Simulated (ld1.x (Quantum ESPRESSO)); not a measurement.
# In (Z = 49) ultrasoft: all-electron and pseudo phase curves

| Property | Result |
| --- | --- |
| Element | indium (In) |
| Generator | ld1.x (Quantum ESPRESSO) 7.5 |
| Type | ultrasoft |
| Functional | PBE |
| Relativity | scalar-relativistic |
| Frozen core | [Kr] 4d10 |
| Valence charge | 3 |
| Reference configuration | 5s1 5p2 |
| Partial waves | 5s (bound): rcut 1.75, rcutus 2.15 bohr; 5s channel at 0.05 Ry: rcut 1.75, rcutus 2.15 bohr; 5p (bound): rcut 1.85, rcutus 2.05 bohr; 5p channel at 0.8 Ry: rcut 1.85, rcutus 2.05 bohr; 5d channel at 0.05 Ry: rcut 1.70, rcutus 2.00 bohr |
| Local potential | all-electron potential smoothed inside 1.70 bohr (lloc = -1) |
| Core correction | Bessel-smoothed model core inside 1.85 bohr |
| Augmentation charge | built from norm-conserving waves at rcut, not smoothed further |

The phase is arctan(r·u′/u) with u = r·R(r), unwrapped; energies in Ry, scanned from -3 to 5 Ry. A pole is an energy at which the radial function vanishes at the test radius. The pseudo phase is shifted by a multiple of π to meet the all-electron one at the reference energy, and phase errors are pseudo minus all-electron; the curves can meet again beyond the range given. Levels narrower than the energy grid can be missing from the lists of poles. Where the grid stepped over a known ghost or core level, its pole and its step of π were put in at the level’s energy.

```tsv
channel	radius (bohr)	reference energy (Ry)	poles, all-electron	poles, pseudo	unbroken range about the reference energy with phases within 0.05 rad	phase error 1 Ry above the reference energy (rad)
s	2.34	-0.68	1.91	-1.11, 1.92	above -1.1	+0.000
p	2.34	-0.24	3.41	-2.77, 3.45	above -2.7	-0.000
d	2.34	0.05	-1.28	-1.01	-0.8 to 1.2	+0.037
```

Note: ghost states, extra bound levels that the all-electron valence spectrum of the same l lacks: p at -38.4 eV, d at -16.1 eV, s at -15.2 eV. A true bound ghost makes a file unfit for plane-wave use.

Phases in the p channel:

```tsv
E (Ry)	all-electron	pseudo
-3.00	1.293	4.410
-2.76	1.277	1.425
-2.52	1.260	1.272
-2.28	1.239	1.244
-2.04	1.214	1.217
-1.80	1.185	1.186
-1.56	1.147	1.148
-1.32	1.100	1.101
-1.08	1.038	1.038
-0.84	0.953	0.953
-0.60	0.832	0.832
-0.36	0.651	0.651
-0.12	0.375	0.375
0.12	-0.013	-0.013
0.36	-0.435	-0.435
0.60	-0.773	-0.773
0.84	-1.001	-1.001
1.08	-1.151	-1.151
1.32	-1.254	-1.254
1.56	-1.328	-1.328
1.80	-1.384	-1.383
2.04	-1.427	-1.427
2.28	-1.463	-1.462
2.52	-1.492	-1.490
2.76	-1.517	-1.515
3.00	-1.539	-1.537
3.24	-1.558	-1.556
3.48	-1.576	-1.573
3.72	-1.593	-1.589
3.96	-1.608	-1.604
4.20	-1.623	-1.618
4.44	-1.638	-1.632
4.68	-1.653	-1.645
4.92	-1.668	-1.659
```
